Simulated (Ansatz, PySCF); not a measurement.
C₂H₆FNOSi, singlet, at a GFN2-xTB geometry, with bond 7-1 at 1.8 times its length. Base run: CASSCF(4,4)/6-31G (PySCF).

PySCF was given this input:
```python
from pyscf import gto, scf, mcscf
import numpy

mol = gto.M(
    atom='''
C     2.26828637   -0.16926553    0.99428596
C     1.45041006   -0.52835949    0.01794842
Si   -0.33954039    0.00629151   -0.15932796
N    -0.59233750    1.46808897    0.70725835
O    -1.44814340   -1.09301857    0.27869497
F    -0.65344004    0.11894460   -1.73986948
H     1.69234422    1.01503617    2.41892949
H     3.29070913   -0.51132531    1.04840970
H     1.83055357   -1.19030459   -0.75078883
H    -1.53077446    1.82863993    0.77580040
H     0.05793048    2.22551423    0.58531108
H    -1.54288027   -1.34651068    1.19115558
''',
    basis='6-31g',
    verbose=4,
)

mf = scf.RHF(mol)
mf.kernel()
mc = mcscf.CASSCF(mf, 4, 4)
mc.fix_spin_(ss=0.0)
mc.kernel()
occ = numpy.linalg.eigvalsh(mc.fcisolver.make_rdm1(mc.ci, mc.ncas, mc.nelecas))[::-1]
ss = mc.fcisolver.spin_square(mc.ci, mc.ncas, mc.nelecas)[0]
print('natural occupations', occ.round(4), ' <S^2>', round(ss, 4))
```

Programs used: Ansatz (an electronic-structure program), PySCF; a row that names a program was run with it.

Each row names what was changed in the base input (with any setting that the change needs).

```tsv
change	ΔE vs base (kcal/mol)	natural occupations	<S^2> of the state
base	0.000	1.90 1.81 0.19 0.10	0.00
orbitals = fixed (CASCI)	30.10	1.95 1.90 0.10 0.05	0.00
solver = newton	0.000	1.90 1.81 0.19 0.10	0.00
active space = 6 electrons, 8 orbitals	-12.51	1.98 1.90 1.81 0.18 0.09 0.02 0.00 0.00	0.00
active space = 4 electrons, 5 orbitals	-1.93	1.90 1.82 0.18 0.10 0.00	0.00
fix_spin_ = off	0.000	1.90 1.81 0.19 0.10	0.00
start = MP2 natural orbitals	0.000	1.90 1.81 0.19 0.10	0.00
code = ansatz	0.014	-	-
state_average = 2 states	3.07	-	-
active space = 8 electrons, 8 orbitals	-29.61	1.98 1.98 1.92 1.82 0.19 0.08 0.02 0.02	0.00
code = ansatz; correction = SC-NEVPT2, all electrons	-342.1	-	-
```

Active orbitals are taken around the Fermi level unless the row says otherwise; CASSCF can end in different local minima, and two programs can end on different orbitals. State-averaged rows give the lowest state.
